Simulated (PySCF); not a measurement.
# H₂SiO + 2 Cl₂ → SiOCl₂ + 2 HCl

Level: PBE0 in the def2-TZVP basis family, all electrons, no relativity, computed in PySCF with density fitting; open shells unrestricted.

| species | state and structure | E (Eh) | ZPE (kJ/mol) | H(298 K) − H(0) (kJ/mol) | S° (J/(mol K)) |
| --- | --- | --- | --- | --- | --- |
| H₂SiO | singlet, C2v, Si–H 1.486 Å (×2), Si–O 1.516 Å; H–Si–H 111.9°, H–Si–O 124.0° (×2) | -365.73762 | 48.4 | 10.7 | 235.0 |
| Cl₂ | singlet, D∞h, Cl–Cl 1.982 Å | -920.08940 | 3.5 | 9.1 | 222.5 |
| SiOCl₂ | singlet, C2v, Si–Cl 2.006 Å (×2), Si–O 1.506 Å; Cl–Si–Cl 108.6°, Cl–Si–O 125.7° (×2) | -1284.79185 | 19.2 | 14.7 | 301.3 |
| HCl | singlet, C∞v, H–Cl 1.279 Å | -460.66440 | 17.9 | 8.7 | 186.6 |

Question: What is the electronic reaction energy?

Answer: At PBE0/def2-TZVP, ΔE = -536.2 kJ/mol from the differences of the total energies times 2625.5, downhill. 

Question: Add zero-point, thermal and entropy terms for 298.15 K and 1 bar.

Answer: ΔZPE = -0.4 and Δ[H(298) − H(0)] = 3.2 kJ/mol give ΔH° = -533.4 kJ/mol. ΔS° = -5.5 J/(mol K), so ΔG° = -533.4 − 298.15 × (-0.0055) = -532 kJ/mol.

Only the bonding shown was studied: isomers, or loss of a ligand pair, can lie lower.
